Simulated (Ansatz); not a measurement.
Calculated with Ansatz (gas phase, PBE0-D4/def2-TZVP geometries, no zero-point term in ΔE). CBS: MP2 limit from def2 TZ/QZ plus the TZ coupled-cluster correction, frozen cores. This one scheme is used for every species. Each species was taken in one conformer, which may not be the lowest.

`N=C[Si](O)(F)[SiH3]` → `N=C[SiH3]` + `O[Si]F`  (silylene formation by 1,1-elimination)

```json
{"level": "HF/CBS(def2)", "ΔE (kcal/mol)": "30.1"}
{"level": "MP2/CBS(def2)", "ΔE (kcal/mol)": "36.1"}
```

What does CCSD(T)/CBS give? (Best estimate.)

Ansatz gave: +34.4 kcal/mol. The listed levels differ from it by -4.3, 1.7 kcal/mol.

Largest T1 diagnostic among the species: 0.015.

In def2-TZVPP, CCSD(T) changes the Hartree–Fock value by +2.9 kcal/mol (the triples alone add +0.6 kcal/mol) and MP2 by +4.6 kcal/mol. The D4 term adds +4.2 kcal/mol with B3LYP and +2.3 kcal/mol with PBE0; it sums over pairs of atoms, weighted by their polarisabilities, and B3LYP, whose exchange is more repulsive, gets the larger term.

B3LYP here is the variant with VWN-RPA as its local correlation; programs differ in this.
